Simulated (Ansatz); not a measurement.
Ansatz (a quantum-chemistry and plane-wave program) input (PBE0/def2-TZVPD):

Ansatz 0.2 input:
```yaml
crystal:
  periodic: [false, false, false]
  atoms:
    - {symbol: Ge, position_ang: [0.00000000, 0.00000000, 0.00000000]}
basis:
  gaussian:
    orbitals: def2-TZVPD
hamiltonian:
  xc: {name: PBE0}
magnetization: {spin_polarized: true, initial_magnetization: 2}
scf: {lower_state_search: full}
```

Output:

```
Functional definition: PBE0
integrals: 0.01 GiB planned
338 factors; integrals over basis functions are off by at most 7.9e-5 eV
mean field: 0.16 GiB planned
mean field evaluation 1: about -56508.5970 eV, gradient 6.1e0 eV
mean field evaluation 2: about -56508.5973 eV, gradient 6.0e0 eV
mean field evaluation 4: about -56508.6702 eV, gradient 6.8e-1 eV
mean field evaluation 8: about -56508.6711 eV, gradient 4.9e-4 eV
mean field evaluation 16: about -56508.5642 eV, gradient 8.8e0 eV
mean field evaluation 32: about -56508.6710 eV, gradient 1.2e-1 eV
mean field -56508.67112684 eV, -2076.6553609583 hartree, gradient 4.8e-5 eV, S^2 2.003429; 2 other end points of the search recorded, 0 dependent functions left out
reference -56508.67114489 eV, -2076.6553616217 hartree; 17, 15 occupied and 37, 39 virtual orbitals, 338 factors
Total energy: -56508.67114489 eV, -2076.6553616217 hartree
```
